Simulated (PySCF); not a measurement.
C2H2N, doublet, at a GFN2-xTB geometry; SVWN5/3-21G (PySCF).

Input for PySCF:
```python
from pyscf import gto, scf, dft

mol = gto.Mole()
mol.atom = '''
    C     0.00333613   -0.16861170   -1.16204150
    C    -0.00051194    0.02587429    0.17832093
    N    -0.00381510    0.19281948    1.32887713
    H     0.93232340   -0.24906440   -1.69689616
    H    -0.92256280   -0.24424744   -1.70292033
'''
mol.basis = '3-21g'
mol.spin = 1
mol.verbose = 4
mol.build()

mf = dft.UKS(mol)
mf.xc = 'lda,vwn'
mf.kernel()
```

Output, abridged:

```
PySCF version 2.14.0

[INPUT] verbose = 4
[INPUT] num. atoms = 5
[INPUT] num. electrons = 21
[INPUT] charge = 0
[INPUT] spin (= nelec alpha-beta = 2S) = 1
[INPUT] symmetry False subgroup None
[INPUT] Mole.unit = angstrom
[INPUT] Symbol           X                Y                Z      unit          X                Y                Z       unit  Magmom
[INPUT]  1 C      0.003336130000  -0.168611700000  -1.162041500000 AA    0.006304372016  -0.318629934397  -2.195940180379 Bohr   0.0
[INPUT]  2 C     -0.000511940000   0.025874290000   0.178320930000 AA   -0.000967426392   0.048895321768   0.336977719978 Bohr   0.0
[INPUT]  3 N     -0.003815100000   0.192819480000   1.328877130000 AA   -0.007209494138   0.364376008681   2.511213828898 Bohr   0.0
[INPUT]  4 H      0.932323400000  -0.249064400000  -1.696896160000 AA    1.761835885523  -0.470663503379  -3.206669004226 Bohr   0.0
[INPUT]  5 H     -0.922562800000  -0.244247440000  -1.702920330000 AA   -1.743391024712  -0.461560768226  -3.218053035654 Bohr   0.0

nuclear repulsion = 53.5277495189461
number of shells = 19
number of NR pGTOs = 51
number of NR cGTOs = 31
basis = 3-21g
ecp = {}

******** <class 'pyscf.dft.uks.UKS'> ********
method = UKS
initial guess = minao
damping factor = 0
level_shift factor = 0
DIIS = <class 'pyscf.scf.diis.CDIIS'>
diis_start_cycle = 1
diis_space = 8
diis_damp = 0
SCF conv_tol = 1e-09
SCF conv_tol_grad = None
SCF max_cycles = 50
direct_scf = True
direct_scf_tol = 1e-13
number electrons alpha = 11  beta = 10
XC library pyscf.dft.libxc version 7.1.2
    S. Lehtola, C. Steigemann, M. J. T. Oliveira, and M. A. L. Marques,  SoftwareX 7, 1–5 (2018)
XC functionals = lda,vwn
    P. A. M. Dirac,  Math. Proc. Cambridge Philos. Soc. 26, 376 (1930)
    F. Bloch,  Z. Phys. 57, 545 (1929)
    S. H. Vosko, L. Wilk, and M. Nusair,  Can. J. Phys. 58, 1200 (1980)
radial grids:
    Treutler-Ahlrichs [JCP 102, 346 (1995); DOI:10.1063/1.469408] (M4) radial grids

becke partition: Becke, JCP 88, 2547 (1988); DOI:10.1063/1.454033
pruning grids: <function nwchem_prune>
grids dens level: 3
symmetrized grids: False
atomic radii adjust function: <function treutler_atomic_radii_adjust>
small_rho_cutoff = 0
Set gradient conv threshold to 3.16228e-05
tot grids = 61760
init E= -130.414764754794

cycle= 1 E= -130.172346379535  delta_E= 0.242  |g|= 0.202  |ddm|= 1.85
cycle= 2 E= -130.023351427401  delta_E= 0.149  |g|= 0.584  |ddm|= 0.876
cycle= 3 E= -130.193324985931  delta_E= -0.17  |g|= 0.0836  |ddm|= 0.609
cycle= 4 E= -130.196585074234  delta_E= -0.00326  |g|= 0.0212  |ddm|= 0.0918
cycle= 5 E= -130.196799744181  delta_E= -0.000215  |g|= 0.00992  |ddm|= 0.0305
cycle= 6 E= -130.196861200499  delta_E= -6.15e-05  |g|= 0.00162  |ddm|= 0.0122
cycle= 7 E= -130.196863601139  delta_E= -2.4e-06  |g|= 0.000447  |ddm|= 0.00324
cycle= 8 E= -130.196863746987  delta_E= -1.46e-07  |g|= 3.99e-05  |ddm|= 0.000691
cycle= 9 E= -130.196863749066  delta_E= -2.08e-09  |g|= 1.2e-05  |ddm|= 9.68e-05
cycle= 10 E= -130.196863749187  delta_E= -1.21e-10  |g|= 1.41e-06  |ddm|= 2.19e-05
Extra cycle  E= -130.196863749178  delta_E= 8.95e-12  |g|= 4.54e-06  |ddm|= 5.85e-06
converged SCF energy = -130.196863749178  <S^2> = 0.75491127  2S+1 = 2.0049053
```
